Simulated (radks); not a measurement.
Problem. Hg61+, configuration [Ar] 3d1. Calculated with a radial shooting solver on a logarithmic mesh with Libxc functionals: scalar-relativistic Kohn-Sham, r2SCAN, spin-polarised, spherical densities, finite nucleus; open shells are filled with parallel spins first (spin-orbit coupling, left out, can overturn this in heavy ions); meta-GGA in the generalised Kohn-Sham scheme; Fermi nuclear charge, rms radius 5.4648 fm. Some entries of the table are withheld. Estimate them.

| orbital | occ. | eigenvalue (eV) | r(max) (bohr) | <1/r> (bohr^-1) |
|---|---|---|---|---|
| 1s up | 1 | -87880.41 | 0.01022 | 97.54 |
| 1s down | 1 | -87880.38 | 0.01022 | 97.54 |
| 2s up | 1 | -19302.28 | 0.05893 | 23.09 |
| 2s down | 1 | -19293.50 | 0.05891 | 23.10 |
| 2p up | 3 | -17289.64 | 0.04884 | 20.43 |
| 2p down | 3 | -17282.59 | 0.04883 | 20.44 |
| 3s up | 1 | -7483.943 | 0.1606 | 9.127 |
| 3s down | 1 | -7474.351 | 0.1607 | 9.116 |
| 3p up | 3 | -6890.387 | (1) | 8.362 |
| 3p down | 3 | -6880.538 | (2) | 8.351 |
| 3d up | 1 | -6373.782 | (3) | 7.870 |
| 3d down | 0 | -6360.702 | (4) | 7.864 |
| 4s up | 0 | -3870.253 | 0.3240 | 4.746 |
| 4s down | 0 | -3863.028 | 0.3238 | 4.749 |
| 4p up | 0 | (5) | 0.3300 | 4.434 |
| 4p down | 0 | (6) | 0.3300 | 4.436 |

Solution. 
(1) 3p up r(max) (bohr): 0.1587
(2) 3p down r(max) (bohr): 0.1587
(3) 3d up r(max) (bohr): 0.1269
(4) 3d down r(max) (bohr): 0.1270
(5) 4p up eigenvalue (eV): -3633.498
(6) 4p down eigenvalue (eV): -3625.817
